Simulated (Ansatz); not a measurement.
Reaction (redistribution): `[GeH3][SiH2][GeH2][GeH3]` + `[GeH3][SiH2][GeH2][SiH2][GeH2][GeH3]` → `[GeH3][SiH2][GeH2][SiH2][GeH3]` + `[GeH3][GeH2][SiH2][GeH2][GeH3]`

Computed with Ansatz on PBE0-D4/def2-TZVP structures; ΔE is electronic, products minus reactants. CCSD(T)/CBS is the MP2 limit (def2-TZVPP, def2-QZVPP) plus CCSD(T) − MP2 in def2-TZVPP, frozen cores. Functionals use def2-TZVPP. For Ge outer-core shells are correlated without core-valence functions, which leaves a few kJ/mol of doubt a bond. Scalar relativity is left out up to krypton. One conformer a species, not always the lowest.

| level | ΔE (kJ/mol) |
| --- | --- |
| PBE0 | -0.5 |
| MP2/def2-TZVPP | 0.4 |

Q: What does CCSD(T)/CBS give? (Estimate.)

A: Ansatz gave: -0.1 kJ/mol. The listed levels differ from it by -0.4, 0.5 kJ/mol.

Largest T1 diagnostic among the species: 0.012.

Leaving LDA and LC-ωPBE aside and taking each functional with its dispersion term where it has one, the values, not all of them listed here, spread over 0.9 kJ/mol, from PBE-QIDH to BLYP-D4.
